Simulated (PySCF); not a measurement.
Vertical excitations of a molecule CH8O3Si2 from TDA-CAM-B3LYP/def2-SVPD (PySCF), as energy in eV (oscillator strength): 6.27 (0.024), 6.92 (0.000), 7.22 (0.033), 7.55 (0.118), 7.79 (0.011), 7.89 (0.047). Lowest triplet (TDA): 5.61 eV. Geometry: TPSSh-D3(BJ)/def2-SVP. The values are those of a single conformer.

Problem. Which molecule gave these data?
A) O[Si](O)(O)C[SiH3]
B) C[Si](O)(O)[SiH2]O
C) O[SiH2]C(O)[SiH2]O
D) C[Si](O)(O)O[SiH3]

Solution. B, C[Si](O)(O)[SiH2]O
